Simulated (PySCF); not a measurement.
How methods differ on the ionisation energy of Be⁺

Be⁺ [He] 2s1 (2S) → Be²⁺ 1s2 (1S), as a difference of total energies. All numbers are calculated (PySCF 2.14, no relativity, point nucleus, in cc-pVQZ (5s4p3d2f1g, 55 functions)). The calculations carry no spin-orbit coupling.

| method | ionisation energy (eV) | error (eV) |
| --- | --- | --- |
| UHF | 18.127 | -0.084 |
| LDA | 18.248 | +0.037 |
| PBE | 18.489 | +0.278 |
| PBE0 | 18.452 | +0.241 |
| r2SCAN | 18.180 | -0.031 |
| B97-3 | 18.184 | -0.027 |
| HSE06 | 18.445 | +0.234 |
| M06 | 18.019 | -0.192 |
| r2SCAN0 | 18.224 | +0.013 |

Reference: 18.211 eV (measured; NIST Atomic Spectra Database, ionization energies).
